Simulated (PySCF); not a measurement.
## Löwdin shares of the frontier orbitals

Species: TcO3(OH) (singlet state).
Structure used (PBE0-D3(BJ)/def2-SVP), in Å, numbered top down from 1:
```
atom  x, y, z in Å
Tc1    0.1766    0.3829    0.1455
O2    -0.1464    0.0089    1.7334
O3     1.8055    0.6317   -0.0617
O4    -0.6491    1.7582   -0.2882
O5    -0.3496   -1.0122   -0.9402
H6    -0.8370   -1.7695   -0.5888
```

The calculation used TDDFT wB97X-D/def2-SVPD, vertical, gas phase, core orbitals frozen in the response, def2 core potentials past Kr (PySCF 2.14.0, density-fitted response routines). Spin–orbit coupling is left out.

Kohn–Sham orbitals with the atoms that hold most of them (Löwdin shares over 4%, at most four atoms; ? is withheld):

```json
{"orbital": "HOMO-3", "ε (eV)": "-12.65", "atoms": "O3 30%, O4 30%, O2 22%, Tc1 10%"}
{"orbital": "HOMO-2", "ε (eV)": "-12.18", "atoms": "O3 35%, O2 30%, O4 24%, Tc1 6%"}
{"orbital": "HOMO-1", "ε (eV)": "-12.06", "atoms": "?"}
{"orbital": "HOMO", "ε (eV)": "-11.89", "atoms": "O4 40%, O3 38%, O2 19%"}
{"orbital": "LUMO", "ε (eV)": "-2.09", "atoms": "?"}
{"orbital": "LUMO+1", "ε (eV)": "-1.86", "atoms": "Tc1 52%, O4 16%, O3 15%, O2 9%"}
{"orbital": "LUMO+2", "ε (eV)": "-0.43", "atoms": "Tc1 51%, O5 15%, O3 11%, O4 11%"}
```

Problem. Which atoms hold the HOMO-1, and with what shares?

Solution. O4 (bonded to Tc) 31%; O2 (bonded to Tc) 28%; O3 (bonded to Tc) 21%; O5 (bonded to Tc and H) 16%.

Problem. Which atoms hold the LUMO, and with what shares?

Solution. Tc1 (bonded to 4 O) 52%; O2 (bonded to Tc) 21%; O3 (bonded to Tc) 11%; O4 (bonded to Tc) 10%. By element: technetium 52%, oxygen 42% or more.

Problem. How does S1 compare with the orbital gap of 9.80 eV?

Solution. S1 is at 4.11 eV (f = 0.0008), 5.68 eV below the gap, made of HOMO→LUMO (48%), HOMO-1→LUMO (38%). Without the coupling terms of the response equations the lowest excitation would equal the gap.

For S1 the Löwdin share of technetium is at most 3% in HOMO and 52% in LUMO (ligand-to-metal charge transfer by this measure).

Next come S2 at 4.23 eV (f 0.0001), HOMO→LUMO+1 (71%), HOMO-2→LUMO (20%); S3 at 4.55 eV (f 0.0014), HOMO-1→LUMO (46%), HOMO→LUMO (24%), HOMO-2→LUMO+1 (23%); S4 at 4.61 eV (f 0.0067), HOMO-2→LUMO (59%), HOMO-1→LUMO+1 (22%), HOMO→LUMO+1 (11%); S5 at 4.86 eV (f 0.0019), HOMO-3→LUMO (46%), HOMO-1→LUMO+1 (36%).
